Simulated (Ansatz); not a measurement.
`[C]#C[SiH2]O` radical. The species carries charge 0 and has multiplicity 2.

Cartesian coordinates in Å:
```
C -0.8548 -2.4702 0.2894
C -0.5874 -1.3098 0.0572
Si -0.1897 0.4536 -0.2492
O 1.3929 0.7622 0.0410
H -1.0865 1.2458 0.6278
H -0.4185 0.7623 -1.6746
H 1.7441 0.5560 0.9084
```

(1) List the harmonic frequencies (cm⁻¹, unscaled) at PBE0-D4/def2-TZVP in Ansatz. (Best estimate.)

(2) Is this a minimum?

(3) Give the ideal-gas thermochemistry at 298.15 K and 1 bar (rigid rotor, harmonic oscillator; point group C1, symmetry number 1).

(4) And at 400, 500, 600, 800 and 1000 K?

Results:

(1) Ansatz gave: 122, 160, 213, 337, 610, 624, 728, 834, 902, 924, 962, 2155, 2236, 2279, 3924.

(2) Yes, all 15 modes are real.

(3) Zero-point energy 101.7 kJ/mol; H(298) − E = 119.2 kJ/mol; entropy 315.8 J/(mol·K), of which translation 162.0, rotation 103.9, vibration 44.1, electronic 5.8; G(298) − E = 25.0 kJ/mol.

(4) 
```tsv
T (K)	H − E (kJ/mol)	S (J/mol/K)	G − E (kJ/mol)
400	128.3	342.2	-8.6
500	138.4	364.7	-43.9
600	149.3	384.6	-81.4
800	172.9	418.5	-161.8
1000	198.3	446.8	-248.4
```
